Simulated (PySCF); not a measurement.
Working out the ionisation energy of Bi

Bi [Xe] 4f14 5d10 6s2 6p3 (4S) → Bi+ [Xe] 4f14 5d10 6s2 6p2 (3P). All numbers are calculated (PySCF 2.14, a scalar-relativistic core potential, in aug-cc-pVDZ-PP with ECP60MDF (5s4p3d, 32 functions)). Frozen: 5s2 5p6 5d10. Energies in hartree (1 hartree = 27.21139 eV):

```
            part   Bi (lower)  Bi+ (upper)
             UHF  -213.591272  -213.288739
CCSD correlation    -0.049408    -0.039759
             (T)    -0.000618    -0.000362
```

Q: What does Hartree-Fock give?

A: (-213.288739) − (-213.591272) = 0.302533 hartree = 8.232 eV.

Q: What do CCSD and CCSD(T) give?

A: The CCSD correlation energies differ by 0.009649 hartree = 0.263 eV and the triples by 0.000256 hartree = 0.007 eV, so CCSD gives 8.495 eV and CCSD(T) 8.502 eV.

Reference: 7.286 eV (measured; NIST Atomic Spectra Database, ionization energies), between the lowest levels; spin-orbit coupling is absent from the calculation.

A double-zeta basis recovers only part of the correlation energy.

What remains against the reference includes basis incompleteness, the frozen core and higher excitations.
